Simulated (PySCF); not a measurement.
C₈H₆ClO₂P.
SMILES with atom numbers: `[CH3:1][c:2]1[cH:3][c:4]([CH:5]=[O:6])[p:7][c:8]([Cl:9])[c:10]1[CH:11]=[O:12]`

Geometry (GFN2-xTB, Å), atoms numbered from 1 in this order:
```
atom  x, y, z in Å
C1    -1.405   -1.646    0.314
C2    -0.458   -0.513    0.099
C3     0.896   -0.805    0.022
C4     1.905    0.122   -0.186
C5     3.310   -0.281   -0.253
O6     4.196    0.514   -0.446
P7     1.690    1.846   -0.405
C8    -0.052    1.877   -0.251
Cl9   -0.660    3.493   -0.447
C10   -0.930    0.814   -0.024
C11   -2.374    1.103    0.113
O12   -3.267    0.296    0.139
H13   -0.862   -2.578    0.454
H14   -2.074   -1.749   -0.540
H15   -2.038   -1.467    1.182
H16    1.194   -1.841    0.130
H17    3.513   -1.358   -0.116
H18   -2.595    2.180    0.203
```

NICS is the negative of the GIAO shielding at a point without a nucleus: at the ring centre (0) and 1 Å above and below it (1); zz is the component along the ring normal. Level: GIAO PBE0/pcSseg-1 (PySCF, non-relativistic, gas phase) on the GFN2-xTB geometry, one conformer.

Ring bond lengths (Å), with Mayer bond orders in brackets: C2–C3 1.388 (1.46), C3–C4 1.386 (1.32), C4–P7 1.751 (1.25), P7–C8 1.749 (1.23), C8–C10 1.397 (1.26), C10–C2 1.414 (1.29).

Q: Give the NICS values of each ring in ppm.

A: 
| ring | type | NICS(0) | NICS(1), two faces | NICS(1)zz, two faces | rms pucker (Å) | centre to ring atoms, mean (Å) |
| --- | --- | --- | --- | --- | --- | --- |
| C2–C3–C4–P7–C8–C10 | 6-membered ring with P; formal bonds all aromatic | -6.9 | -9.7 / -9.5 | -21.1 / -20.9 | 0.00 | 1.50 |

Q: What can be read from them?

A: 
- C2–C3–C4–P7–C8–C10: mean NICS(1)zz -21.0 ppm, shielded.

Q: How equal are the bonds by HOMA? Use HOMA with the parameters of Krygowski (1993).

A: 
- C2–C3–C4–P7–C8–C10: HOMA 0.86; the largest term is that of C4–P7, α(R − Ropt)² = 0.34.

Q: At the second NICS(1) probe listed for ring C2–C3–C4–P7–C8–C10, 1 Å off the ring, how large is the induced field along the normal in 7.05 T applied along it?

A: NICSzz × B0 = -20.9 ppm × 7.05 T = -147 μT, against the applied field.

Q: Give the inner angles of the rings and the Hirshfeld charges of the ring atoms.

A: 
- C2–C3–C4–P7–C8–C10: C2 121.2° (+0.039 e), C3 125.3° (-0.039 e), C4 126.0° (-0.067 e), P7 97.4° (+0.127 e), C8 128.8° (-0.033 e), C10 121.2° (-0.021 e); sum 720.0° against 720° for a flat convex ring.

Q: What are the shieldings of the ring atoms and their hydrogens in the same run (means over atoms taken as equivalent)?

A: 
| atoms | environment | σ isotropic (ppm) | principal values of the symmetric part, first atom (ppm) |
| --- | --- | --- | --- |
| C2 | substituted aromatic carbon | 32.2 | -47.5, -26.1, 170.2 |
| C3 | aromatic CH carbon | 41.0 | -51.0, 24.2, 149.9 |
| C4 | substituted aromatic carbon | 7.5 | -138.5, 13.1, 148.1 |
| P7 | phosphorus bonded to 2 C | 73.2 | -222.3, -33.0, 474.8 |
| C8 | aromatic C–Cl carbon | -9.5 | -162.5, 19.8, 114.2 |
| C10 | substituted aromatic carbon | 49.9 | -38.4, 22.1, 166.2 |
| H16 | aromatic hydrogen | 23.75 | 20.7, 22.9, 27.7 |
